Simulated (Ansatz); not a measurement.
Input file for Ansatz (a first-principles code): R-SVWN5/def2-TZVPP on SiH4 (SMILES [SiH4]).

Ansatz 0.2 input:
```yaml
crystal:
  periodic: [false, false, false]
  atoms:
    - {symbol: Si, position_ang: [0.00000000, -0.00000000, -0.00000000]}
    - {symbol: H, position_ang: [0.85467615, 0.85467615, 0.85467615]}
    - {symbol: H, position_ang: [-0.85467615, -0.85467615, 0.85467615]}
    - {symbol: H, position_ang: [-0.85467615, 0.85467615, -0.85467615]}
    - {symbol: H, position_ang: [0.85467615, -0.85467615, -0.85467615]}
basis:
  gaussian:
    orbitals: def2-TZVPP
hamiltonian:
  xc: {name: SVWN5}
scf: {lower_state_search: off}
```

### Question
Predict the final total energy.

### Answer
-290.6748 hartree.
